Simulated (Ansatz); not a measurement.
Input and output for `C[O][Mo](=[NH])(=[NH])[OH]`.

```yaml
crystal:
  periodic: [false, false, false]
  atoms:
    - {symbol: C, position_ang: [-1.038891, -0.856323, -1.763352]}
    - {symbol: O, position_ang: [0.261320, -0.943997, -1.248623]}
    - {symbol: Mo, position_ang: [0.706189, 0.146903, 0.400661]}
    - {symbol: N, position_ang: [-0.880969, 1.411729, 1.383827]}
    - {symbol: N, position_ang: [1.359115, -0.745251, 1.832449]}
    - {symbol: O, position_ang: [1.754303, 1.267961, -0.177056]}
    - {symbol: H, position_ang: [-0.989523, -0.317414, -2.587358]}
    - {symbol: H, position_ang: [-1.809410, -1.782995, -1.827783]}
    - {symbol: H, position_ang: [-2.078401, 0.034106, -1.353799]}
    - {symbol: H, position_ang: [-1.490930, 1.491939, 1.689052]}
    - {symbol: H, position_ang: [1.430631, -1.011661, 2.602766]}
    - {symbol: H, position_ang: [3.009607, 1.120652, 0.245655]}
basis:
  gaussian: {orbitals: cc-pVTZ-DK, point_charges: [{charge: 2.00, position_ang: [6.323, -0.470, -0.702]}]}
hamiltonian: {xc: {name: B97}, pseudopotentials: {relativity: scalar}}
output: {forces: true}
```

```sh
$ ansatz run in.yaml --threads 4 --pin off --events-out ev --progress --plain --max-ram 11315MiB
```

It prints (some lines left out):

```
Functional definition: B97
1880 factors; their error is unknown
mean field evaluation 1: about -118313.7646 eV, gradient 1.5e2 eV
mean field evaluation 2: about -117879.9718 eV, gradient 4.3e2 eV
mean field evaluation 4: about -118315.0332 eV, gradient 1.4e2 eV
mean field evaluation 8: about -118359.9061 eV, gradient 1.9e1 eV
mean field evaluation 16: about -118360.8568 eV, gradient 1.1e-1 eV
mean field evaluation 32: about -118361.1072 eV, gradient 2.6e-4 eV
mean field -118361.10721643 eV, -4349.6904621640 hartree, gradient 2.5e-5 eV, S^2 0.000000; 3 other end points of the search recorded, 0 dependent functions left out
reference -118361.10727015 eV, -4349.6904641381 hartree; 42, 42 occupied and 269, 269 virtual orbitals, 1880 factors
Total energy: -118361.10727015 eV, -4349.6904641381 hartree
Relativity: scalar
Atom 0 at    -1.038891    -0.856323    -1.763352 Å, force    -5.217732    -0.880402     3.259374 eV/Å
Atom 1 at     0.261320    -0.943997    -1.248623 Å, force    -0.412690     0.752626     2.736494 eV/Å
Atom 2 at     0.706189     0.146903     0.400661 Å, force   -10.918248    -4.514847     6.844651 eV/Å
Atom 3 at    -0.880969     1.411729     1.383827 Å, force    45.886920    -8.159005   -25.107103 eV/Å
Atom 4 at     1.359115    -0.745251     1.832449 Å, force    -1.421396     6.819685   -18.852091 eV/Å
Atom 5 at     1.754303     1.267961    -0.177056 Å, force     9.330824     5.113772    -1.043723 eV/Å
Atom 6 at    -0.989523    -0.317414    -2.587358 Å, force     0.397063     1.614848    -4.617242 eV/Å
Atom 7 at    -1.809410    -1.782995    -1.827783 Å, force     2.666762     1.490708     0.237230 eV/Å
Atom 8 at    -2.078401     0.034106    -1.353799 Å, force     3.210663    -2.020462     0.320420 eV/Å
Atom 9 at    -1.490930     1.491939     1.689052 Å, force   -41.516535     4.864219    21.665565 eV/Å
Atom 10 at     1.430631    -1.011661     2.602766 Å, force     1.291729    -5.568939    15.833512 eV/Å
Atom 11 at     3.009607     1.120652     0.245655 Å, force    -3.044250     0.454705    -1.336313 eV/Å
Dipole moment:    -0.883414    -0.109964     0.061039 e Å
```

It took 29 s on 4 threads of an Arm Neoverse V2 on a shared host, with 1.4 GiB of host memory at the peak.
